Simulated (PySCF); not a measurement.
## NMR parameters of Cu(NH3)Me

Cu(NH3)Me, CH6CuN, point group C3.

Cartesian coordinates in Å; atom numbers follow the order of the lines, from 1:
```xyz
9

Cu    0.000    0.001   -0.025
N    -0.006   -0.013    1.954
H    -0.425    0.835    2.340
H     0.938   -0.079    2.338
H    -0.535   -0.803    2.327
C     0.006    0.013   -1.926
H    -1.019    0.023   -2.339
H     0.513   -0.877   -2.340
H     0.527    0.900   -2.329
```

GIAO calculations in PySCF 2.14.0 with density-fitted response routines on the PBE0-D3(BJ)/def2-SVP structure: isolated species, non-relativistic, equivalent atoms averaged; basis pcSseg-1 (pcSseg-2 on Cu).

Problem. Give the isotropic shieldings (ppm) with B3LYP, PBE, PBE0.

Solution. 
| atoms | environment | B3LYP | PBE | PBE0 |
| --- | --- | --- | --- | --- |
| Cu1 | Cu bonded to C, N | 814 | 668 | 879 |
| N2 | nitrogen bonded to Cu, 3 H | 250.7 | 248.5 | 255.6 |
| C6 | carbon bonded to Cu, 3 H | 200.7 | 198.6 | 206.4 |
| H3/H4/H5 | hydrogen on a nitrogen bonded to Cu | 30.18 | 29.98 | 30.06 |
| H7/H8/H9 | hydrogen on a carbon bonded to Cu | 32.34 | 32.07 | 32.29 |
| HOMO–LUMO gap (eV) | – | 4.89 | 3.47 | 5.39 |

Problem. And the chemical shifts, against references computed in the same way?

Solution. 
```tsv
atoms	nucleus, reference	B3LYP	PBE	PBE0
N2	15N, NH3	12.8	16.6	10.0
C6	13C, TMS	-21.4	-18.6	-21.9
H3/H4/H5	1H, TMS	1.21	1.22	1.20
H7/H8/H9	1H, TMS	-0.96	-0.87	-1.02
```

Problem. Which part of the shielding of Cu1 depends on the functional?

Solution. Diamagnetic: B3LYP 2406, PBE 2406, PBE0 2407 ppm; paramagnetic: B3LYP -1592, PBE -1738, PBE0 -1528 ppm. The diamagnetic part, set mainly by inner electrons, hardly moves; the paramagnetic part goes with low-lying magnetically allowed excitations and carries the spread.

Problem. What couplings does PBE/pcJ-1 (pcSseg-1 on Cu) give?

Solution. 1J(C6,H7) = 117.5, 1J(N2,H3) = -61.9, 2J(H7,H8) = -10.9, 2J(N2,C6) = -9.6, 2J(H3,H4) = -9.0 Hz (averaged over equivalent pairs; isotopes 13C, 1H, 15N).

Experimental scales use liquid or dissolved standards, which lie at an offset from isolated NH3 (liquid NH3: subtract about 20 ppm).
